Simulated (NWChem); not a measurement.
System: BH$_{2}$O$_{2}$I; SMILES OB(O)I

Here is an NWChem input.

```
start job
memory heap 200 mb stack 900 mb global 1100 mb
geometry units angstroms noautoz
  B     -0.019910     1.343622     0.000000
  I      0.063659    -0.817385     0.000000
  O     -1.235130     1.915394     0.000000
  H     -1.176390     2.879386     0.000000
  O      1.112432     2.080652     0.000000
  H      1.920464     1.558321     0.000000
end
basis spherical
  B library 6-311g**
  I library 6-311g**
  O library 6-311g**
  H library 6-311g**
end
dft
  xc pbe0
  iterations 150
  mulliken
end
task dft energy
```

Geometry: optimised at PBE0/def2-SVP (def2 core potentials past Kr).

Task: What results follow from this input? (PBE0/6-311G** (spherical d), non-relativistic.) Quantities: basis functions; energy (Ha); highest occupied level (eV); orbital gap (eV); dipole (D).

Result: 
| Property | Result |
|---|---|
| number of basis functions | 128 |
| energy (Ha) | -7095.60 |
| highest occupied level (eV) | -7.60 |
| orbital gap (eV) | 8.11 |
| dipole (D) | 2.36 |
